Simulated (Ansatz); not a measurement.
Breaking the N3–H4 bond in H3NSe (SMILES N[SeH]) (multiplicity 1 held, fragments rigid). Energies count from the point at 1.012 Å.
Geometry at that point (charge 0, multiplicity 1):
```json
[
 {"atom": "Se", "x (Å)": "-0.0430", "y (Å)": "0.3156", "z (Å)": "0.2326"},
 {"atom": "H", "x (Å)": "-1.2669", "y (Å)": "0.7729", "z (Å)": "-0.4779"},
 {"atom": "N", "x (Å)": "0.3666", "y (Å)": "-1.2273", "z (Å)": "-0.7248"},
 {"atom": "H", "x (Å)": "0.5479", "y (Å)": "-1.0107", "z (Å)": "-1.6964"},
 {"atom": "H", "x (Å)": "-0.3858", "y (Å)": "-1.9010", "z (Å)": "-0.6611"}
]
```

R- and RO- levels are restricted; in cc, def2 and unpolarised 6-31G sets they are followed outwards from rest. Unrestricted levels (U-) break spin symmetry where that is lower. Active spaces are followed from a long bond inwards. Curves can end on different states.

Correlated levels freeze the cores. Filled d and f shells under p-block atoms count as core.

The values were computed with Ansatz (Gaussian orbitals). Each number belongs to the level named beside it.

Energies in eV.

```json
[
 {"R (Å)": "0.810", "U-CCSD/cc-pVDZ": "1.63", "R-CCSD(T)/cc-pVDZ": "1.64", "U-CCSD(T)/cc-pVDZ": "1.64", "SC-NEVPT2 on CASSCF(2,2)/cc-pVDZ": "1.67", "FIC-NEVPT4(SD) on CASSCF(2,2)/cc-pVDZ": "1.64", "FIC-MRCISD+Q on CASSCF(2,2)/cc-pVDZ": "1.63"},
 {"R (Å)": "0.911", "U-CCSD/cc-pVDZ": "0.34", "R-CCSD(T)/cc-pVDZ": "0.35", "U-CCSD(T)/cc-pVDZ": "0.35", "SC-NEVPT2 on CASSCF(2,2)/cc-pVDZ": "?", "FIC-NEVPT4(SD) on CASSCF(2,2)/cc-pVDZ": "0.35", "FIC-MRCISD+Q on CASSCF(2,2)/cc-pVDZ": "0.35"},
 {"R (Å)": "1.012", "U-CCSD/cc-pVDZ": "0.00", "R-CCSD(T)/cc-pVDZ": "0.00", "U-CCSD(T)/cc-pVDZ": "0.00", "SC-NEVPT2 on CASSCF(2,2)/cc-pVDZ": "0.00", "FIC-NEVPT4(SD) on CASSCF(2,2)/cc-pVDZ": "0.00", "FIC-MRCISD+Q on CASSCF(2,2)/cc-pVDZ": "0.00"},
 {"R (Å)": "1.113", "U-CCSD/cc-pVDZ": "0.15", "R-CCSD(T)/cc-pVDZ": "0.15", "U-CCSD(T)/cc-pVDZ": "0.15", "SC-NEVPT2 on CASSCF(2,2)/cc-pVDZ": "0.13", "FIC-NEVPT4(SD) on CASSCF(2,2)/cc-pVDZ": "0.15", "FIC-MRCISD+Q on CASSCF(2,2)/cc-pVDZ": "0.15"},
 {"R (Å)": "1.214", "U-CCSD/cc-pVDZ": "0.56", "R-CCSD(T)/cc-pVDZ": "0.54", "U-CCSD(T)/cc-pVDZ": "0.54", "SC-NEVPT2 on CASSCF(2,2)/cc-pVDZ": "0.52", "FIC-NEVPT4(SD) on CASSCF(2,2)/cc-pVDZ": "0.54", "FIC-MRCISD+Q on CASSCF(2,2)/cc-pVDZ": "0.55"},
 {"R (Å)": "1.366", "U-CCSD/cc-pVDZ": "1.35", "R-CCSD(T)/cc-pVDZ": "1.31", "U-CCSD(T)/cc-pVDZ": "1.31", "SC-NEVPT2 on CASSCF(2,2)/cc-pVDZ": "1.28", "FIC-NEVPT4(SD) on CASSCF(2,2)/cc-pVDZ": "1.31", "FIC-MRCISD+Q on CASSCF(2,2)/cc-pVDZ": "1.32"},
 {"R (Å)": "1.518", "U-CCSD/cc-pVDZ": "2.17", "R-CCSD(T)/cc-pVDZ": "2.09", "U-CCSD(T)/cc-pVDZ": "2.10", "SC-NEVPT2 on CASSCF(2,2)/cc-pVDZ": "?", "FIC-NEVPT4(SD) on CASSCF(2,2)/cc-pVDZ": "2.09", "FIC-MRCISD+Q on CASSCF(2,2)/cc-pVDZ": "2.10"},
 {"R (Å)": "1.771", "U-CCSD/cc-pVDZ": "3.34", "R-CCSD(T)/cc-pVDZ": "3.13", "U-CCSD(T)/cc-pVDZ": "3.22", "SC-NEVPT2 on CASSCF(2,2)/cc-pVDZ": "3.14", "FIC-NEVPT4(SD) on CASSCF(2,2)/cc-pVDZ": "3.14", "FIC-MRCISD+Q on CASSCF(2,2)/cc-pVDZ": "3.13"},
 {"R (Å)": "2.024", "U-CCSD/cc-pVDZ": "4.03", "R-CCSD(T)/cc-pVDZ": "3.78", "U-CCSD(T)/cc-pVDZ": "3.95", "SC-NEVPT2 on CASSCF(2,2)/cc-pVDZ": "3.84", "FIC-NEVPT4(SD) on CASSCF(2,2)/cc-pVDZ": "3.79", "FIC-MRCISD+Q on CASSCF(2,2)/cc-pVDZ": "3.78"},
 {"R (Å)": "2.327", "U-CCSD/cc-pVDZ": "4.30", "R-CCSD(T)/cc-pVDZ": "4.11", "U-CCSD(T)/cc-pVDZ": "4.28", "SC-NEVPT2 on CASSCF(2,2)/cc-pVDZ": "4.26", "FIC-NEVPT4(SD) on CASSCF(2,2)/cc-pVDZ": "4.19", "FIC-MRCISD+Q on CASSCF(2,2)/cc-pVDZ": "4.17"},
 {"R (Å)": "2.732", "U-CCSD/cc-pVDZ": "4.37", "R-CCSD(T)/cc-pVDZ": "4.13", "U-CCSD(T)/cc-pVDZ": "4.37", "SC-NEVPT2 on CASSCF(2,2)/cc-pVDZ": "4.46", "FIC-NEVPT4(SD) on CASSCF(2,2)/cc-pVDZ": "4.38", "FIC-MRCISD+Q on CASSCF(2,2)/cc-pVDZ": "4.35"},
 {"R (Å)": "3.238", "U-CCSD/cc-pVDZ": "4.39", "R-CCSD(T)/cc-pVDZ": "3.93", "U-CCSD(T)/cc-pVDZ": "4.39", "SC-NEVPT2 on CASSCF(2,2)/cc-pVDZ": "?", "FIC-NEVPT4(SD) on CASSCF(2,2)/cc-pVDZ": "4.44", "FIC-MRCISD+Q on CASSCF(2,2)/cc-pVDZ": "4.41"}
]
```

Task: Some entries are withheld; supply them.

Result: 
- 1.518, SC-NEVPT2 on CASSCF(2,2)/cc-pVDZ: 2.07
- 3.238, SC-NEVPT2 on CASSCF(2,2)/cc-pVDZ: 4.52
- 0.911, SC-NEVPT2 on CASSCF(2,2)/cc-pVDZ: 0.37

Doubts at one or more of the structures used: a spin-contaminated determinant (U-CCSD/cc-pVDZ, U-CCSD(T)/cc-pVDZ); T1 above 0.05 (U-CCSD/cc-pVDZ, R-CCSD(T)/cc-pVDZ, U-CCSD(T)/cc-pVDZ); a restricted determinant that unrestricted orbitals would lower (R-CCSD(T)/cc-pVDZ); other coupled-cluster roots lie near (R-CCSD(T)/cc-pVDZ).

Ansatz is a quantum-chemistry and plane-wave program.
